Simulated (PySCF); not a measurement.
C5H6Si. Atoms are numbered in the order given.

```xyz
12

Si     0.4719     0.3855     0.0000
C     -0.4513     2.0182     0.0000
C      0.0304    -0.5891    -1.4960
C     -0.2685    -1.2135    -2.4972
C      0.0304    -0.5891     1.4960
C     -0.2685    -1.2135     2.4972
H      1.9439     0.6063     0.0000
H     -0.1920     2.6061    -0.8945
H     -1.5382     1.8441     0.0000
H     -0.1920     2.6061     0.8945
H     -0.5315    -1.7689    -3.3791
H     -0.5315    -1.7689     3.3791
```

Geometry: B3LYP-D3(BJ)/def2-SVP.

Calculation: SMD-B3LYP/6-31G* (PySCF).

Solvation free energies are E(SMD) − E(gas) at the gas-phase geometry, for 1 M in both phases. In vacuum the dipole moment is 0.69 D.

```
solvent        ΔG(solv) (kcal/mol)  its non-electrostatic (CDS) part  dipole (D)
-------------  -------------------  --------------------------------  ----------
water                          1.7                               8.3        0.91
chlorobenzene                 -2.7                               2.2        0.86
acetonitrile                  -3.0                               3.4        0.90
```
